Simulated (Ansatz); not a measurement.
System: H₂Se, singlet: symmetric bend, bond length relaxed. Scanned: H-Se-H angle. Other coordinates (Se-H bond length) were minimised at B3LYP/def2-TZVP.

- RKS-PBE/cc-pVDZ = restricted PBE/cc-pVDZ in Ansatz (an electronic-structure program)
- RKS-CAM-B3LYP/cc-pVDZ = restricted CAM-B3LYP/cc-pVDZ (Ansatz)
- FCI/cc-pVDZ = full CI/cc-pVDZ, cores with 3d frozen (Ansatz)

Energies relative to the lowest point of each profile, in kJ/mol; the last columns give the error against full CI:

| a / ° | RKS-PBE/cc-pVDZ | RKS-CAM-B3LYP/cc-pVDZ | FCI/cc-pVDZ | RKS-PBE/cc-pVDZ − FCI/cc-pVDZ | RKS-CAM-B3LYP/cc-pVDZ − FCI/cc-pVDZ |
|---|---|---|---|---|---|
| 180 | 309.1 | 324.5 | 327.9 | -18.8 | -3.4 |
| 172.07 | 298.3 | 312.4 | 314.9 | -16.7 | -2.5 |
| 162.42 | 260.1 | 271.0 | 271.6 | -11.6 | -0.7 |
| 147.82 | 180.2 | 186.4 | 186.8 | -6.6 | -0.3 |
| 141.10 | 143.9 | 148.3 | 148.9 | -5.0 | -0.6 |
| 129.35 | 87.8 | 89.4 | 90.3 | -2.5 | -0.8 |
| 120.57 | 53.7 | 53.8 | 54.6 | -1.0 | -0.8 |
| 109.37 | 21.6 | 20.7 | 21.2 | 0.4 | -0.5 |
| 97.78 | 3.3 | 2.4 | 2.6 | 0.7 | -0.2 |
| 89.66 | 0.0 | 0.0 | 0.0 | 0.0 | 0.0 |
| 81.86 | 4.5 | 6.0 | 5.9 | -1.4 | 0.1 |
| 69.85 | 26.1 | 31.2 | 30.6 | -4.5 | 0.6 |
| 60 | 56.8 | 65.7 | 64.4 | -7.6 | 1.3 |

RKS-PBE/cc-pVDZ is furthest from FCI/cc-pVDZ at 180 (-18.8 kJ/mol, below); its mean absolute error over the points is 5.9 kJ/mol.

RKS-CAM-B3LYP/cc-pVDZ is furthest from FCI/cc-pVDZ at 180 (-3.4 kJ/mol, below); its mean absolute error over the points is 0.9 kJ/mol.
